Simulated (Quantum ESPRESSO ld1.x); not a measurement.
Pr47+, configuration [Ne] 3s2. All-electron calculation, scalar-relativistic Kohn-Sham, LDA (Slater exchange, Perdew-Zunger correlation), spin-polarised, spherical densities, point nucleus. Program: ld1.x of Quantum ESPRESSO 7.5. Some entries of the table are withheld. Estimate them.

| orbital | occ. | eigenvalue (Ry) | <r^2> (bohr^2) | <1/r> (bohr^-1) |
|---|---|---|---|---|
| 1s | 2 | -3312.61 | 0.0007895 | 64.67 |
| 2s | 2 | -722.225 | (1) | 15.17 |
| 2p | 6 | -673.105 | 0.009584 | 14.32 |
| 3s | 2 | -294.021 | 0.06735 | 6.225 |
| 3p | 0 | -279.075 | (2) | 5.953 |
| 3d | 0 | -263.692 | 0.04918 | 5.686 |
| 4s | 0 | -157.787 | (3) | 3.361 |

Answer. 
(1) 2s <r^2> (bohr^2): 0.01211
(2) 3p <r^2> (bohr^2): 0.06406
(3) 4s <r^2> (bohr^2): 0.2267
